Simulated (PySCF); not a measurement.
## Correlation energy of Li⁺ (lithium, charge +1)

1s2, closed-shell 1S. All numbers are calculated (PySCF 2.14, no relativity, point nucleus, in aug-cc-pVDZ (4s3p2d, 23 functions)). Frozen: nothing; 2 electrons correlated.

Total MP2 correlation energy: -0.12 mhartree.

Same-spin part 0.00 and opposite-spin part -0.12 mhartree; SCS-MP2 scales them by 1/3 and 6/5 to -0.14 mhartree.

With two correlated electrons CCSD is exact within the correlated space (frozen core and kept virtual orbitals).

| level | correlation energy (mhartree) |
| --- | --- |
| CCSD | -0.11 |

Diagnostics: T1 = 0.00016, D1 = 0.0002, largest double amplitude 0.002.

Cost of the coupled-cluster step: 0.03 s of wall time on 1 thread of Neoverse-V1 (shared host), for 2 correlated electrons.
